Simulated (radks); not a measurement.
The numbers below are computed, except where a source is named.
Ta7+, 66 electrons, occupied as [Kr] 4d10 4f13 5s2 5p5.

Code: a radial shooting solver on a logarithmic mesh with Libxc functionals. Model: Dirac Kohn-Sham, OLYP, spin-unpolarised, spherical densities, finite nucleus; open shells fill j = l - 1/2 first; Fermi nuclear charge, rms radius 5.3507 fm.

Energy parts (eV):
| part | energy |
|---|---|
| total | -424948.34 |
| kinetic | 476872.77 |
| electron-nucleus | -1052716.71 |
| Hartree | 159589.48 |
| exchange-correlation | -8693.89 |

Orbitals (lengths in bohr, moments of r in powers of bohr; r(90%) holds 90 % of the orbital's charge):
| orbital | occ. | eigenvalue (eV) | r(90%) | small-component weight |
|---|---|---|---|---|
| 1s1/2 | 2 | -67355.37 | 0.0340 | 7.55e-02 |
| 2s1/2 | 2 | -11660.80 | 0.122 | 1.71e-02 |
| 2p1/2 | 2 | -11151.78 | 0.108 | 1.72e-02 |
| 2p3/2 | 4 | -9881.985 | 0.118 | 1.55e-02 |
| 3s1/2 | 2 | -2755.017 | 0.300 | 5.61e-03 |
| 3p1/2 | 2 | -2528.347 | 0.292 | 5.55e-03 |
| 3p3/2 | 4 | -2254.824 | 0.312 | 5.09e-03 |
| 3d3/2 | 4 | -1871.737 | 0.285 | 4.98e-03 |
| 3d5/2 | 6 | -1812.069 | 0.291 | 4.85e-03 |
| 4s1/2 | 2 | -646.1719 | 0.658 | 1.85e-03 |
| 4p1/2 | 2 | -552.5548 | 0.674 | 1.76e-03 |
| 4p3/2 | 4 | -489.1832 | 0.721 | 1.58e-03 |
| 4d3/2 | 4 | -335.0963 | 0.770 | 1.39e-03 |
| 4d5/2 | 6 | -323.3738 | 0.786 | 1.34e-03 |
| 5s1/2 | 2 | -169.7769 | 1.49 | 4.48e-04 |
| 5p1/2 | 2 | -140.4685 | 1.62 | 3.87e-04 |
| 4f5/2 | 6 | -130.5551 | 0.984 | 9.64e-04 |
| 5p3/2 | 3 | -129.6613 | 1.73 | 3.47e-04 |
| 4f7/2 | 7 | -128.4308 | 0.997 | 9.45e-04 |

The highest occupied level is 4f7/2 at -128.43 eV. For comparison, the ionisation energy in NIST's Atomic Spectra Database is 139 eV (theoretical). In exact Kohn-Sham theory the highest level is minus the ionisation energy, but local and semilocal functionals leave it too shallow, through self-interaction and a potential that decays too fast; potentials with the right tail come closer. Summed over all electrons, <r^2> = 22.11 bohr^2, which gives a Langevin (diamagnetic) susceptibility term of -17.5 x 10^-6 cm^3/mol.

Beside tabulated values, note that spin-unpolarised runs miss the spin-polarisation part of the exchange energy of open shells.
